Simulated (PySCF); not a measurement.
**How the method moves the gas-phase deprotonation enthalpies of resorcinol**

Structure: `Oc1cccc(O)c1` (C6H6O2). Numbering: `[OH:1][c:2]1[cH:3][cH:4][cH:5][c:6]([OH:7])[cH:8]1` These are map numbers, not IUPAC locants.

All levels share the PBE0-D3(BJ)/ma-def2-SVP structures and the GFN2-xTB thermal terms; only the single-point energies (PySCF) change. Values are gas-phase deprotonation enthalpies (298 K, kJ/mol).

Measured (NIST Chemistry WebBook): deprotonation enthalpy (ΔH) 1447 kJ/mol.

```csv
level,O1,C3,C8,C4,time
BP86-D3(BJ)/ma-def2-TZVP,1443,1609,1633,1647,3.6 min
ωB97X-D3(BJ)/ma-def2-TZVP,1466,1636,1661,1665,–
B3LYP-D3(BJ)/def2-SV(P),1468,1661,1692,1697,40 s
"ωB97X-D3(BJ)/cc-pVDZ (grid 2, guess atom)",1500,1674,1702,1703,33 s
```

Times are wall times for all single points of a level on 1 thread of Arm Neoverse V2, a shared host; the dash marks the run that also made the structures. BP86 ran on a slower path of this set-up, which computes the density-fitting integrals anew in every SCF cycle while the other levels store them. So the times needn't show the usual order of cost, and those levels read slower than they are.

The widest spread is that of C8: 70 kJ/mol, from 1633 to 1702.

Caveats: the order of C8 and C4 is undecided: the gaps lie inside the method's error (some 10 kJ/mol, one structure a species).

Bases without diffuse functions serve anions poorly.

Differences come from unrounded values, so a last digit can differ from that of the printed terms.
